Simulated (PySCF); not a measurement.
Does the answer move with the share of exact exchange?

Compound: C3H9AlO.
Cartesian coordinates in Å at the PBE0-D3(BJ)/def2-SVP level; atoms count from 1:
```xyz
14
C3H9AlO angstrom
C     -2.6851    0.2686   -0.0792
C     -1.3408   -0.1293   -0.6893
Al     0.2340    0.1510    0.4351
O      1.7452   -0.2958   -0.2100
C      3.0787   -0.2795    0.1695
H     -3.5272    0.0802   -0.7654
H     -2.8967   -0.2857    0.8495
H     -2.7186    1.3393    0.1809
H     -1.3477   -1.1960   -0.9817
H     -1.1698    0.4118   -1.6385
H      0.2023    0.7609    1.9074
H      3.4974   -1.3023    0.1785
H      3.6830    0.3112   -0.5423
H      3.2383    0.1504    1.1778
```

PySCF, pcSseg-1 basis, density fitting, gas phase, PBE0-D3(BJ)/def2-SVP geometry. One functional is left out:

| functional | exact exchange (%) | HOMO energy (eV) | LUMO energy (eV) | dipole moment (D) |
| --- | --- | --- | --- | --- |
| B97-D | 0 | -6.20 | -1.18 | 0.240 |
| BLYP | 0 | -6.08 | -1.18 | 0.237 |
| BP86 | 0 | -6.29 | -1.30 | 0.222 |
| LDA | 0 | -6.26 | -1.49 | 0.250 |
| OPBE | 0 | -6.16 | -1.07 | 0.150 |
| PBE | 0 | -6.18 | -1.30 | 0.201 |
| B3LYP | 20 | -7.29 | -0.75 | 0.262 |
| PBE0 | 25 | -7.51 | -0.54 | 0.240 |
| mPW1PW91 | 25 | -7.54 | -0.55 | 0.255 |
| BHandHLYP | 50 | -8.72 | 0.19 | 0.329 |

Task: Predict the row of B97-2 (21 % exact exchange) by straight lines through the other rows, and check it.

Result: 
```csv
property,line,computed,computed − line,"B3LYP (20 %), for comparison"
HOMO energy (eV),-7.29,-7.27,+0.02,-7.29
LUMO energy (eV),-0.66,-0.52,+0.14,-0.75
dipole moment (D),0.257,0.243,-0.014,0.262
```

Task: Which of these properties follows the share of exact exchange most closely, and which least?

Result: Most closely the HOMO energy, least the dipole moment; the correlations over the tabulated rows are HOMO energy -0.997, LUMO energy 0.976, dipole moment 0.764. The HOMO energy moves by -0.514 eV for every 10 %. Functionals with the same share still differ in their other parts: at 0 % BLYP and BP86 differ by 0.21 eV in it.
